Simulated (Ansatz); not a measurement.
Job for Ansatz (a first-principles code): R-CCSD(T)/def2-SVP on ClGeH2N (SMILES [NH2][Ge][Cl]), a point of a torsion scan. The run froze 20 orbitals, filled d shells among them.

Ansatz 0.2 input:
```yaml
crystal:
  periodic: [false, false, false]
  atoms:
    - {symbol: N, position_ang: [-0.75665604, -0.05019288, 0.16699456]}
    - {symbol: Ge, position_ang: [0.78578887, -0.99479951, 0.39367343]}
    - {symbol: Cl, position_ang: [1.52783842, 0.17707897, 2.05774801]}
    - {symbol: H, position_ang: [-0.88758255, 0.92950931, 0.37493932]}
    - {symbol: H, position_ang: [-1.43841667, -0.32699620, -0.52484180]}
basis:
  gaussian:
    orbitals: def2-SVP
magnetization: {spin_polarized: false}
correlation: {method: ccsd_t, electrons: outside_noble_gas}
scf: {lower_state_search: off}
```

Question: Give the final energy of this run.

Answer: -2590.5107 hartree (reference determinant -2590.0864, T1 diagnostic 0.017).
